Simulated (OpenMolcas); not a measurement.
**How methods differ on GeSiH4O (SMILES [SiH3][O][GeH])**

The species is GeSiH4O (7 atoms), meant as a singlet with charge 0. SMILES: `[SiH3][O][GeH]`. The coordinates come from a PBE0-D4/def2-TZVP relaxation. This is one conformer, not always the lowest.

Quantity: the HOMO–LUMO gap, in eV. The values are calculated.

```json
{"level": "HF/def2-SVP", "kind": "Hartree–Fock", "program": "OpenMolcas", "value (eV)": "9.98", "CPU time": "7.5 s"}
{"level": "SVWN5/def2-SVP", "kind": "LDA", "program": "OpenMolcas", "value (eV)": "2.25", "CPU time": "18 s"}
{"level": "BLYP/def2-SVP", "kind": "GGA", "program": "OpenMolcas", "value (eV)": "2.36", "CPU time": "23 s"}
{"level": "PBE/def2-SVP", "kind": "GGA", "program": "OpenMolcas", "value (eV)": "2.37", "CPU time": "23 s"}
{"level": "revPBE/def2-SVP", "kind": "GGA", "program": "OpenMolcas", "value (eV)": "2.41", "CPU time": "24 s"}
{"level": "M06-L/def2-SVP", "kind": "meta-GGA", "program": "OpenMolcas", "value (eV)": "2.83", "CPU time": "32 s"}
{"level": "TPSS/def2-SVP", "kind": "meta-GGA", "program": "OpenMolcas", "value (eV)": "2.58", "CPU time": "33 s"}
{"level": "PBE0/def2-SVP", "kind": "global hybrid", "program": "OpenMolcas", "value (eV)": "4.31", "CPU time": "22 s"}
```

All-electron rows without a relativistic Hamiltonian named are non-relativistic. The values span 2.25 to 9.98 eV. Orbital gaps aren't excitation energies; they tend to grow with the share of exact exchange. Times are those of the runs behind each value, whatever else they computed, on shared processors of several kinds: orders of magnitude only.
